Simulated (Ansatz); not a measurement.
Reaction (cleavage of the Ge–In bond): `[Cl][In]([Cl])[GeH3]` + `OC[TeH]` → `[GeH3][O]C[TeH]` + `[Cl][InH][Cl]`

Calculated with Ansatz (gas phase, PBE0-D4/def2-TZVP geometries, no zero-point term in ΔE). CCSD(T)/CBS is the MP2 limit (def2-TZVPP, def2-QZVPP) plus CCSD(T) − MP2 in def2-TZVPP, frozen cores. DFT in def2-TZVPP. B3LYP here is the variant with VWN-RPA as its local correlation; programs differ in this. Elements past krypton have def2 core potentials. For Ge, In, Te outer-core shells are correlated without core-valence functions, which leaves a few kJ/mol of doubt a bond. Scalar relativity is left out up to krypton. One conformer a species, not always the lowest.

```json
{"level": "PBE-D4", "ΔE (kcal/mol)": "14.5", "difference from CCSD(T)/CBS": "2.6"}
{"level": "r2SCAN-D4", "ΔE (kcal/mol)": "12.3", "difference from CCSD(T)/CBS": "0.4"}
{"level": "PBE0-D4", "ΔE (kcal/mol)": "13.8", "difference from CCSD(T)/CBS": "1.9"}
{"level": "B3LYP-D4", "ΔE (kcal/mol)": "12.1", "difference from CCSD(T)/CBS": "0.2"}
{"level": "ωB97X-V", "ΔE (kcal/mol)": "9.8", "difference from CCSD(T)/CBS": "-2.1"}
{"level": "ωB97M-V", "ΔE (kcal/mol)": "11.0", "difference from CCSD(T)/CBS": "-0.9"}
{"level": "B2PLYP", "ΔE (kcal/mol)": "11.4", "difference from CCSD(T)/CBS": "-0.5"}
{"level": "PBE", "ΔE (kcal/mol)": "15.0", "difference from CCSD(T)/CBS": "3.1"}
{"level": "r2SCAN", "ΔE (kcal/mol)": "12.5", "difference from CCSD(T)/CBS": "0.6"}
{"level": "PBE0", "ΔE (kcal/mol)": "14.2", "difference from CCSD(T)/CBS": "2.3"}
{"level": "B3LYP", "ΔE (kcal/mol)": "12.7", "difference from CCSD(T)/CBS": "0.8"}
{"level": "HF/def2-TZVPP", "ΔE (kcal/mol)": "7.6", "difference from CCSD(T)/CBS": "-4.3"}
{"level": "MP2/def2-TZVPP", "ΔE (kcal/mol)": "10.8", "difference from CCSD(T)/CBS": "-1.1"}
{"level": "SCS-MP2/def2-TZVPP", "ΔE (kcal/mol)": "9.2", "difference from CCSD(T)/CBS": "-2.7"}
{"level": "CCSD/def2-TZVPP", "ΔE (kcal/mol)": "10.1", "difference from CCSD(T)/CBS": "-1.8"}
{"level": "CCSD(T)/def2-TZVPP", "ΔE (kcal/mol)": "10.2", "difference from CCSD(T)/CBS": "-1.7"}
{"level": "HF/def2-QZVPP", "ΔE (kcal/mol)": "7.2", "difference from CCSD(T)/CBS": "-4.7"}
{"level": "MP2/def2-QZVPP", "ΔE (kcal/mol)": "11.6", "difference from CCSD(T)/CBS": "-0.3"}
{"level": "SCS-MP2/def2-QZVPP", "ΔE (kcal/mol)": "9.9", "difference from CCSD(T)/CBS": "-2.0"}
{"level": "HF/CBS(def2)", "ΔE (kcal/mol)": "7.1", "difference from CCSD(T)/CBS": "-4.8"}
{"level": "MP2/CBS(def2)", "ΔE (kcal/mol)": "12.5", "difference from CCSD(T)/CBS": "0.6"}
{"level": "CCSD/CBS(def2)", "ΔE (kcal/mol)": "11.9", "difference from CCSD(T)/CBS": "0.0"}
{"level": "CCSD(T)/CBS", "ΔE (kcal/mol)": "11.9", "difference from CCSD(T)/CBS": "0"}
```

Largest T1 diagnostic among the species: 0.013.

In def2-TZVPP, CCSD(T) changes the Hartree–Fock value by +2.6 kcal/mol (the triples alone add +0.1 kcal/mol) and MP2 by +3.2 kcal/mol. From PBE to PBE0 (25 % exact exchange), in def2-TZVPP and without D4, ΔE moves by −0.8 kcal/mol.
